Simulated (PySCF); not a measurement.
Two species compared at the same levels of theory.

First species: 2,3-hexanedione, C6H10O2.
SMILES: `C(CC(C(C)=O)=O)C`

Second species: C6H10O2.
InChI=1S/C6H10O2/c1-4-3-6(4)8-5(2)7/h4,6H,3H2,1-2H3/t4-,6+/m0/s1

Levels: PBE0/def2-SVPD for dipole moment, HOMO energy, LUMO energy, HOMO–LUMO gap, static isotropic polarisability and electronic spatial extent ⟨r²⟩ about the centre of nuclear charge; TDDFT PBE0/def2-SVPD for lowest singlet excitation; TDA PBE0/def2-SVPD for lowest triplet excitation (Tamm–Dancoff); GFN2-xTB for rotational constant A and rotational constant C. Geometries: GFN2-xTB. All species are isolated and taken at one optimised geometry, non-relativistic unless stated; the electronic structure was computed with PySCF and density fitting.

Dipoles, sizes and rotational constants follow the conformer. The torsions of the flexible species, by atom-mapped SMILES:
- `[CH3:1][CH2:2][CH2:3][C:4](=[O:5])[C:6]([CH3:7])=[O:8]`: C1–C2–C3–C4 178°, C2–C3–C4–O5 -1°, C3–C4–C6–C7 -175°
- `[CH3:1][C:2](=[O:3])[O:4][C@@H:5]1[CH2:6][C@@H:7]1[CH3:8]`: C1–C2–O4–C5 180°, C2–O4–C5–C6 -162°

Problem. Which of the two has the higher LUMO energy, and by how much?

Solution. The second: 0.27 eV against -2.46 eV, a difference of 2.73 eV.

Problem. Which has the higher HOMO–LUMO gap?

Solution. The second: 8.01 eV against 4.71 eV, a difference of 3.30 eV.

Problem. Which of the two has the higher HOMO energy, and by how much?

Solution. The first: -7.17 eV against -7.74 eV, a difference of 0.57 eV.

Problem. Which has the higher S1 energy?

Solution. The second: 5.97 eV against 2.71 eV, a difference of 3.26 eV.

Problem. Which of the two has the higher ⟨r²⟩, and by how much?

Solution. The first: 1330 bohr² against 1145 bohr², a difference of 185 bohr².

Problem. Which has the higher dipole moment?

Solution. The second: 2.20 D against 0.39 D, a difference of 1.81 D.

Problem. Which has the higher rotational constant C?

Solution. The second: 1.122 GHz against 0.876 GHz, a difference of 0.246 GHz.

Problem. Which of the two has the higher rotational constant A, and by how much?

Solution. The first: 4.512 GHz against 3.999 GHz, a difference of 0.513 GHz.

On the first: The vertical singlet–triplet gap S1 − T1 is 0.57 eV (TDDFT singlet less Tamm–Dancoff triplet; S1: HOMO→LUMO, weight 0.99; T1: HOMO→LUMO, weight 0.98). S1 lies 2.00 eV below the HOMO–LUMO gap; its leading configuration is HOMO→LUMO, weight 0.99.

On the second: The vertical singlet–triplet gap S1 − T1 is 0.52 eV (TDDFT singlet less Tamm–Dancoff triplet; S1: HOMO−1→LUMO, weight 0.90; T1: HOMO−1→LUMO, weight 0.86).
